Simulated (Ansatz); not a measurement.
Cost and result for the atomization energy of `C[BH][SnH2][AlH2]` (12 atoms, 11 bonds).

| atom | x (Å) | y (Å) | z (Å) |
| --- | --- | --- | --- |
| C1 | 0.319 | -0.882 | 2.038 |
| B2 | -0.159 | -1.205 | 0.598 |
| Sn3 | -1.074 | 0.318 | -0.777 |
| Al4 | 0.780 | 1.571 | -2.212 |
| H5 | -0.021 | 0.060 | 2.468 |
| H6 | 1.419 | -0.845 | 1.983 |
| H7 | 0.107 | -1.702 | 2.732 |
| H8 | 0.045 | -2.299 | 0.153 |
| H9 | -1.934 | 1.497 | 0.128 |
| H10 | -2.213 | -0.401 | -1.838 |
| H11 | 1.097 | 1.143 | -3.709 |
| H12 | 1.634 | 2.746 | -1.563 |

The species carries charge 0 and has multiplicity 1. Correlated methods include outer-core shells of Sn, which these sets cover unevenly. Sn: def2 effective core potential. All single points use the PBE0-D4/def2-TZVP geometry. It is one conformer, not always the lowest. Program: Ansatz. All runs use 4 threads of an Arm Neoverse V1 on a shared host. Times are those of one run each, without the atoms' runs, and a repeat can differ threefold. Electronic energies, without spin–orbit coupling; frozen cores. CCSD(T)/CBS adds CCSD(T) − MP2 in def2-TZVPP to the MP2 limit, and its time is that of the two runs behind it. T1 = 0.014. With those shells the extrapolation isn't a true limit. HSE06 is the plane-wave form, built on full-range PBE exchange.

CCSD(T)/CBS is a level of theory with its own doubt, some kJ/mol a heavy atom from the limit and from the frozen cores, so smaller differences don't rank the functionals.

```csv
level,functions,wall time,atomization (kJ/mol),difference from CCSD(T)/CBS,per bond
LDA (SPW92)/def2-TZVPP,266,1.6 s,3959.6,402.9,36.6
PBE-D4/def2-TZVPP (with forces),266,3 s,3543.9,-12.8,-1.2
HSE06-D4/def2-TZVPP,266,3.9 s,3532.5,-24.2,-2.2
CAM-B3LYP-D4/def2-TZVPP,266,4.2 s,3561.3,4.6,0.4
B2PLYP/def2-TZVPP,266,7 s,3497.3,-59.4,-5.4
PBE-QIDH/def2-TZVPP,266,7.5 s,3520.6,-36.1,-3.3
CCSD(T)/def2-SVP,112,7.5 s,3365.1,-191.6,-17.4
ωB97X-V/def2-TZVPP,266,9.5 s,3569.8,13.1,1.2
B97M-V/def2-TZVPP,266,11 s,3608.5,51.8,4.7
ωB97M-V/def2-TZVPP (with forces),266,15 s,3549.3,-7.4,-0.7
MP2/def2-QZVPP,506,27 s,3498.9,-57.8,-5.3
CCSD(T)/def2-TZVPP,266,3.9 min,3477.3,-79.4,-7.2
CCSD(T)/CBS(def2),–,4.4 min,3556.7,0.0,0.0
```

From PBE to PBE0 (25 % exact exchange), in def2-TZVPP and without D4, the atomization energy moves by −8.9 kJ/mol: exact exchange takes away binding that semilocal exchange gives to molecules. The D4 term adds +36.2 kJ/mol with B3LYP and +19.3 kJ/mol with PBE0; it sums over pairs of atoms, weighted by their polarisabilities, and B3LYP, whose exchange is more repulsive, gets the larger term. At CCSD(T), def2-SVP lies −191.6 kJ/mol from the extrapolated value and def2-TZVPP −79.4 kJ/mol: correlation converges slowly with the basis, and small sets miss more of it in the bonded molecule than in its fragments.

B3LYP here is the variant with VWN-RPA as its local correlation; programs differ in this.

Spin–orbit coupling would lower the free Sn atoms strongly, and the atomization energy with them, by more than many differences here. For some Ge, Se and Sn compounds the MP2-based and the directly extrapolated limit differ by 10 to 25 kJ/mol.
